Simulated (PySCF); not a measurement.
Hf(O)2 anion (HfO2), SMILES [O]=[Hf]=[O] (connectivity only; charge and spin as stated), charge -1, multiplicity 2.

Coordinates come from a B3LYP-D3(BJ)/def2-TZVPD optimisation. The spin state was assumed, not searched. The isomer is the one that the SMILES or the coordinates give; other isomers of the formula were not compared. The def2 effective core potentials stand for the cores of Hf; spin–orbit coupling is left out.

Calculation: PySCF 2.14.0 with B3LYP-D3(BJ)/def2-TZVPD.

Frequencies are harmonic and unscaled.

Computed harmonic wavenumbers and intensities:
| mode | ν (cm⁻¹) | IR (km/mol) | moving atoms (share of kinetic energy) |
|---|---|---|---|
| 1 | 258 | 10.3 | O 91 %, Hf 9 % |
| 2 | 761 | 319.6 | O 89 %, Hf 11 % |
| 3 | 845 | 111.4 | O 94 % |
